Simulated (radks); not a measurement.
Problem. Species: the iron ion Fe+. Configuration: [Ar] 3d5 4s2 (not the ground configuration). Calculated with a radial shooting solver on a logarithmic mesh with Libxc functionals: scalar-relativistic Kohn-Sham, BLYP, spin-unpolarised, spherical densities, point nucleus. Some entries of the table are withheld. Estimate them.

orbital,occ.,eigenvalue (Ry),<r> (bohr)
1s,2,-515.7104,0.05845
2s,2,-61.43412,0.2670
2p,6,-52.53223,(1)
3s,2,-7.99590,(2)
3p,6,(3),0.8475
3d,5,-1.57497,1.030
4s,2,-1.03031,(4)

Solution. 
(1) 2p <r> (bohr): 0.2355
(2) 3s <r> (bohr): 0.8051
(3) 3p eigenvalue (Ry): -5.49075
(4) 4s <r> (bohr): 2.565
